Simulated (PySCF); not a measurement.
InH2, SMILES [InH2], multiplicity 2.

Geometry optimised at B3LYP-D3(BJ)/def2-TZVPD. The def2 effective core potentials stand for the cores of In; spin–orbit coupling is left out.

Computed with TDA-PBE/def2-TZVPD (PySCF 2.14.0).

Vertical excitations. Isolated molecule, no solvent.

Computed UV-visible absorptions:
```csv
state,energy (eV),λ (nm),f,main pairs
root 1,1.78,696,0.012,α HOMO→LUMO 99 %
root 2,3.43,362,0.012,β HOMO→LUMO 93 %
root 3,4.04,307,0.083,α HOMO→LUMO+1 99 %
root 4,4.10,302,0.000,"α HOMO−1→LUMO 34 %, β HOMO→LUMO+1 66 %"
root 5,4.50,276,0.000,"α HOMO−1→LUMO 66 %, β HOMO→LUMO+1 34 %"
root 6,4.57,271,0.033,α HOMO→LUMO+2 99 %
root 7,4.85,256,0.123,α HOMO→LUMO+3 94 %
root 8,5.49,226,0.086,α HOMO→LUMO+5 99 %
root 9,5.51,225,0.085,α HOMO→LUMO+4 97 %
root 10,5.55,223,0.000,α HOMO→LUMO+6 100 %
```
Unrestricted roots are not spin-pure.
